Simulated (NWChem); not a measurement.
Program: NWChem. System: C2H5O, charge 0, spin multiplicity 2, at a geometry optimised with UPBE0/def2-SVP. The structure started from a generated list of species. Its SCF solution wasn't tested for a lower state. Level: UMP2/def2-TZVP, 3 core orbitals frozen.

Job file:

```
start mol
memory heap 200 mb stack 900 mb global 1100 mb
geometry units angstroms nocenter noautoz noautosym
  C      1.235298     0.240446     0.052722
  C     -0.044564    -0.498593     0.169144
  O     -1.157513     0.234409    -0.271754
  H      1.374451     0.932272    -0.783177
  H      2.105115    -0.037489     0.653250
  H     -0.019603    -1.411679    -0.460869
  H     -0.172799    -0.869350     1.209023
  H     -1.171464     1.059853     0.224608
end
basis spherical
  * library def2-tzvp
end
scf
  uhf
  nopen 1
  maxiter 100
  thresh 1e-7
  semidirect memsize 60000000 filesize 0
  # guess.movecs holds the orbitals of an unrestricted PBE0 run
  vectors input guess.movecs output mol.movecs
end
mp2
  freeze core 3
end
task mp2 energy
```

Part of the output:

```
             Northwest Computational Chemistry Package (NWChem) 7.3.0
             --------------------------------------------------------

                                NWChem Input Module
                                -------------------

 Scaling coordinates for geometry "geometry" by  1.889725989
 (inverse scale =  0.529177249)

                             Geometry "geometry" -> ""
                             -------------------------

 Output coordinates in angstroms (scale by  1.889725989 to convert to a.u.)

  No.       Tag          Charge          X              Y              Z
 ---- ---------------- ---------- -------------- -------------- --------------
    1 C                    6.0000     1.23529800     0.24044600     0.05272200
    2 C                    6.0000    -0.04456400    -0.49859300     0.16914400
    3 O                    8.0000    -1.15751300     0.23440900    -0.27175400
    4 H                    1.0000     1.37445100     0.93227200    -0.78317700
    5 H                    1.0000     2.10511500    -0.03748900     0.65325000
    6 H                    1.0000    -0.01960300    -1.41167900    -0.46086900
    7 H                    1.0000    -0.17279900    -0.86935000     1.20902300
    8 H                    1.0000    -1.17146400     1.05985300     0.22460800

 Effective nuclear repulsion energy (a.u.)      75.1497546529

            Nuclear Dipole moment (a.u.)
            ----------------------------
        X                 Y               Z
 ---------------- ---------------- ----------------
     0.0000000000    -0.0000056692    -0.0000018897


 Summary of "ao basis" -> "" (spherical)
 ------------------------------------------------------------------------------
       Tag                 Description            Shells   Functions and Types
 ---------------- ------------------------------  ------  ---------------------
 *                         def2-tzvp                  on all atoms

 Summary of "ao basis" -> "ao basis" (spherical)
 ------------------------------------------------------------------------------
       Tag                 Description            Shells   Functions and Types
[...]
  AO/Fock/Back tols     =   1.0D-09  1.0D-09  1.0D-09

 GA uses MA = F    GA memory limited = T

 Available:
  local mem=  1.26D+08
 global mem=  1.44D+08
 local disk=  0.00D+00
  mp2_memr nvloc                   110
  nvloc new                   110
   1 passes of  10:        5242880                      85841                  28337735.
   1 passes of  10: M    126151805           G      144148942           F     120908925.

 Semi-direct pass number   1 of   1  for UHF alpha       at       14.2s
  vrange nnbf                  7570
  mp2_eaftype                   108  avail_ma_in_mb                  1099
 EAF : mp2_eaftype filesize         108   14168868.
  mp2_eaf for mointskh                    108
Node 0 wrote     66.6 Mb in      0.0 s     Agg I/O rate:  2125.1 Mb/s
 Done moints_semi at       20.3s
  mp2_eaftype                   108  avail_ma_in_mb                   991
 EAF : mp2_eaftype filesize         108   14168868.
  mp2_eaf for kh                   108
 Done maket at       20.6s
 Done multipass loop at       20.6s

 GA uses MA = F    GA memory limited = T

 Available:
  local mem=  1.26D+08
 global mem=  1.44D+08
 local disk=  0.00D+00
  mp2_memr nvloc                   111
  nvloc new                   111
   1 passes of   9:        5242880                      80793                  25738197.
   1 passes of   9: M    126151805           G      144148942           F     120908925.

 Semi-direct pass number   1 of   1  for UHF beta        at       20.7s
  vrange nnbf                  7570
  mp2_eaftype                    98  avail_ma_in_mb                  1099
 EAF : mp2_eaftype filesize          98   12869099.
  mp2_eaf for mointskh                     98
Node 0 wrote     60.5 Mb in      0.0 s     Agg I/O rate:  2445.1 Mb/s
 Done moints_semi at       26.7s
  mp2_eaftype                    98  avail_ma_in_mb                  1001
 EAF : mp2_eaftype filesize          98   12869099.
  mp2_eaf for kh                    98
 Done maket at       27.0s
 Done multipass loop at       27.0s

          -------------------------------------------
          SCF energy                -153.512197292344
          Correlation energy          -0.546641643369
          Singlet pairs                0.000000000000
          Triplet pairs                0.000000000000
          Total MP2 energy          -154.058838935712
          -------------------------------------------

          ---------------------------------------------------
                    Spin Component Scaled (SCS) MP2
          Same spin pairs                     -0.129672919720
          Same spin scaling factor             0.333333333333
          Opposite spin pairs                 -0.416968723648
          Opposite spin scaling fact.          1.200000000000
          SCS-MP2 correlation energy          -0.543586774951
          Total SCS-MP2 energy              -154.055784067295
          ---------------------------------------------------

 -----------------------
 Performance information
 -----------------------

 Timer overhead =  2.61D-07 seconds/call

               Nr. of calls         CPU time (s)                 Wall time (s)                GFlops
             ---------------    -------------------     ------------------------------   -------------------
Name         Min   Avg   Max    Min     Avg     Max     Min     Avg     Max   Mx/calls   Min     Max     Sum
mp2: moin     2     2     2    12.     12.     12.      12.     12.     12.     6.0      0.0     0.0     0.0
mp2: make     2     2     2   0.69    0.69    0.69     0.69    0.69    0.69    0.34      0.0     0.0     0.0
mp2: tota     1     1     1    13.     13.     13.      13.     13.     13.     13.      0.0     0.0     0.0

 The average no. of pstat calls per process was 5.00D+00
 with a timing overhead of 1.31D-06s

 Task  times  cpu:       27.0s     wall:       27.0s

 Total times  cpu:       27.0s     wall:       27.0s
```
